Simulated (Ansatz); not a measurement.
`[F][SnH2][AsH2]` + silanol → `[OH][SnH2][F]` + `[SiH3][AsH2]`  (redistribution)

Program: Ansatz. Geometries: PBE0-D4/def2-TZVP. ΔE: electronic, gas phase. CBS: MP2 limit from def2 TZ/QZ plus the TZ coupled-cluster correction, frozen cores. Functionals use def2-TZVPP. def2 core potentials past Kr. For As, Sn outer-core shells are correlated without core-valence functions, which leaves a few kJ/mol of doubt a bond. Scalar relativity is left out up to krypton. Each species was taken in one conformer, which may not be the lowest.

```tsv
level	ΔE (eV)
r2SCANh-D4	0.89
revPBE	0.79
BLYP	0.88
r2SCAN0	0.92
RPA@PBE/def2-TZVPP	0.84
CCSD(T)/def2-SVP	0.82
CCSD/def2-TZVPP	0.89
CCSD/CBS(def2)	0.92
```

What does CCSD(T)/CBS give? (An estimate is asked.)

Computed: +0.89 eV. The listed levels differ from it by 0.00, -0.10, -0.01, 0.03, -0.05, -0.07, 0.00, 0.03 eV.

Largest T1 diagnostic among the species: 0.014.

From r2SCAN to r2SCAN0 (25 % exact exchange), in def2-TZVPP and without D4, ΔE moves by +0.05 eV. Leaving LDA and LC-ωPBE aside and taking each functional with its dispersion term where it has one, the values, not all of them listed here, spread over 0.23 eV, from revPBE-D4 to BHLYP-D4. LDA lies +0.05 eV from PBE without D4. In def2-TZVPP, CCSD(T) changes the Hartree–Fock value by −0.15 eV (the triples alone add −0.03 eV) and MP2 by −0.11 eV.
